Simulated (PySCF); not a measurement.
# A survey of $^{33}$S NMR shifts

- GIAO PBE0/pcSseg-1 shieldings
- coordinates at the GFN2-xTB level
- run in PySCF
- a single conformation, gas phase, no relativistic terms, averaged over atoms made equivalent by symmetry, fast rotation or ring inversion

Shieldings were converted by a linear fit to measured shifts: $^{33}$S (scatter 33.3 ppm rms vs sulfate, solution or neat liquid). Occasional misses reach two or three times the rms, and more in compound classes unlike the fitted ones.

**Question.** Give the $^{33}$S shifts of `S[SiH](Cl)Cl`.

**Answer.** 
```json
{"compound": "S[SiH](Cl)Cl", "environment": "sulfur bonded to Si, H", "δ (ppm)": "-446"}
```

**Question.** Match the shifts 74, -82, -376, -456 ppm to `C[SiH2]CS[Si@@H](Cl)C1CC1`, `[SiH3]O[SiH2]O[SiH2]c1cccs1`, `O=CO[C@@H]1OC(=S)[C@H]1CO`, `Fc1nnccc1S`.

**Answer.** 74: O=CO[C@@H]1OC(=S)[C@H]1CO (thione sulfur); -82: [SiH3]O[SiH2]O[SiH2]c1cccs1 (aromatic ring sulfur); -376: Fc1nnccc1S (thiol sulfur); -456: C[SiH2]CS[Si@@H](Cl)C1CC1 (sulfur bonded to C, Si).
